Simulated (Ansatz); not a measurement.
Geometry optimisation of `[CH3][Cd][Br]`.

```yaml
crystal:
  periodic: [false, false, false]
  atoms:
    - {symbol: C, position_ang: [-0.443673, 0.744371, -0.300464]}
    - {symbol: Cd, position_ang: [0.583001, -0.976115, 0.366505]}
    - {symbol: Br, position_ang: [1.771351, -2.967479, 1.138096]}
    - {symbol: H, position_ang: [-1.354736, 0.440948, -0.850790]}
    - {symbol: H, position_ang: [-0.728324, 1.364250, 0.571150]}
    - {symbol: H, position_ang: [0.214380, 1.329926, -0.970597]}
basis:
  gaussian: {orbitals: def2-TZVP}
hamiltonian: {xc: pbe0, dispersion: d4}
relax: {f_tol: 0.005, max_steps: 150}
```

```sh
$ ansatz run in.yaml --threads 2 --pin off --events-out ev --progress --plain
```

It prints (some lines left out):

```
Functional definition: PBE0
mean field -75689.66932716 eV, -2781.5440434727 hartree, gradient 4.0e-5 eV, S^2 0.000000; 0 other end points of the search recorded, 0 dependent functions left out
relax step   1: F+E_penalty+E_count = -75689.75610812 eV  Δ(F+E_penalty+E_count) = +0.000e0 eV  max|allowed force component| = 4.560e-1 eV/Å  Δτ_max = 0.0000 Å  (26 SCF iters, accepted)
mean field -75689.68460489 eV, -2781.5446049188 hartree, gradient 1.6e-5 eV, S^2 0.000000; 0 other end points of the search recorded, 0 dependent functions left out
relax step   2: F+E_penalty+E_count = -75689.77174784 eV  Δ(F+E_penalty+E_count) = -1.564e-2 eV  max|allowed force component| = 1.213e-1 eV/Å  Δτ_max = 0.0274 Å  (30 SCF iters, accepted)
mean field -75689.68588789 eV, -2781.5446520682 hartree, gradient 1.5e-5 eV, S^2 0.000000; 0 other end points of the search recorded, 0 dependent functions left out
relax step   3: F+E_penalty+E_count = -75689.77297902 eV  Δ(F+E_penalty+E_count) = -1.231e-3 eV  max|allowed force component| = 1.663e-2 eV/Å  Δτ_max = 0.0042 Å  (30 SCF iters, accepted)
mean field -75689.68590266 eV, -2781.5446526111 hartree, gradient 1.5e-5 eV, S^2 0.000000; 0 other end points of the search recorded, 0 dependent functions left out
relax step   4: F+E_penalty+E_count = -75689.77299519 eV  Δ(F+E_penalty+E_count) = -1.617e-5 eV  max|allowed force component| = 5.547e-3 eV/Å  Δτ_max = 0.0010 Å  (30 SCF iters, accepted)
mean field -75689.68590697 eV, -2781.5446527695 hartree, gradient 1.5e-5 eV, S^2 0.000000; 0 other end points of the search recorded, 0 dependent functions left out
relax step   5: F+E_penalty+E_count = -75689.77299639 eV  Δ(F+E_penalty+E_count) = -1.198e-6 eV  max|allowed force component| = 8.228e-4 eV/Å  Δτ_max = 0.0004 Å  (30 SCF iters, accepted)
mean field -75689.68590697 eV, -2781.5446527695 hartree, gradient 1.5e-5 eV, S^2 0.000000; 1 other end points of the search recorded, 0 dependent functions left out
Total energy: -75689.77302519 eV, -2781.5478543048 hartree
Atom 0 at    -0.441332     0.740663    -0.298861 Å, force     0.000390    -0.000421     0.000371 eV/Å
Atom 1 at     0.579575    -0.970247     0.364171 Å, force    -0.000739     0.000574    -0.000823 eV/Å
Atom 2 at     1.759715    -2.948258     1.130527 Å, force     0.000224    -0.000268     0.000203 eV/Å
Atom 3 at    -1.338654     0.443058    -0.840986 Å, force     0.000434    -0.000282     0.000324 eV/Å
Atom 4 at    -0.722584     1.352353     0.558092 Å, force    -0.000202     0.000412    -0.000243 eV/Å
Atom 5 at     0.205279     1.318331    -0.959043 Å, force    -0.000107    -0.000015     0.000168 eV/Å
Dipole moment:    -0.305085     0.511422    -0.198078 e Å
```

Hardware: 2 threads of a server CPU on a shared host. Wall time 7 s, peak host memory 0.35 GiB.
